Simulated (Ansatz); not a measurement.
`BN[CH2][GaH2]` + `[NH2][GeH3]` → `B[NH][GeH3]` + `N[CH2][GaH2]` at 600 K and 1 bar (ligand exchange at a B–N bond).

Computed with Ansatz on PBE0-D4/def2-TZVP structures; ΔE is electronic, products minus reactants. CBS: MP2 limit from def2 TZ/QZ plus the TZ coupled-cluster correction, frozen cores. For Ga, Ge outer-core shells are correlated without core-valence functions, which leaves a few kJ/mol of doubt a bond. Scalar relativity is left out up to krypton. One conformer a species, not always the lowest.

```
        species  CCSD(T)/CBS energy (Eh)  H − E (kJ/mol)  S (J/(mol·K))
`BN[CH2][GaH2]`              -2045.70010           267.9          429.8
  `[NH2][GeH3]`              -2133.81884           167.5          333.3
  `B[NH][GeH3]`              -2159.24687           211.1          380.1
 `N[CH2][GaH2]`              -2020.26914           224.8          383.4
```

H − E and S are ideal-gas, rigid-rotor, harmonic terms from PBE0-D4/def2-TZVP, for one conformer and one mirror image of each species. 1 Eh = 2625.50 kJ/mol, R = 8.31446 J/(mol·K).

**Question.** By hand: ΔE, ΔH, ΔS and ΔG.

**Answer.** ΔE = (-2159.24687) + (-2020.26914) − (-2045.70010) − (-2133.81884) = 0.00293 Eh = 7.7 kJ/mol. Δ(H − E) = 211.1 + 224.8 − 267.9 − 167.5 = 0.5, so ΔH = 8.2 kJ/mol. ΔS = 380.1 + 383.4 − 429.8 − 333.3 = 0.4 J/(mol·K). ΔG = 8.2 − 600 × (0.4)/1000 = 8.0 kJ/mol.

**Question.** By hand: the equilibrium constant, and the temperature at which ΔG would vanish if ΔH and ΔS stayed fixed.

**Answer.** log₁₀ K = −ΔG/(RT ln 10) = -0.7. ΔG = 0 at ΔH/ΔS = 20500 K, far beyond where these terms or the molecules hold.

The number of gas molecules stays the same, so ΔS is small and ΔH decides. A doubt of 5 kJ/mol in ΔE shifts log₁₀ K by 0.4 here. Other conformers and mirror images would add mixing entropy, several J/(mol·K) or more a flexible species. These are equilibria of isolated gas molecules and say nothing of rates. Largest T1 diagnostic: 0.013 (customary marks: 0.02 for closed shells, 0.045 for open ones).
